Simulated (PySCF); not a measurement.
C₄H₅Cl, SMILES C(=C)C(Cl)=C.

The structure is a stationary point at B3LYP-D3(BJ)/def2-SVP. Other conformers were not sampled.

Level of theory: PBE/def2-TZVP in PySCF.

Symmetry labels are those of the subgroup Cs that the program uses (full group Cs).

Computed valence orbital energies around the gap with their symmetry:
```csv
orbital,symmetry,energy (eV)
HOMO−7,A',-11.70
HOMO−6,A',-10.15
HOMO−5,A',-9.75
HOMO−4,A",-9.38
HOMO−3,A',-8.85
HOMO−2,A',-7.48
HOMO−1,A",-7.25
HOMO,A",-6.03
LUMO,A",-2.21
LUMO+1,A',-0.32
LUMO+2,A",0.28
LUMO+3,A',1.05
```
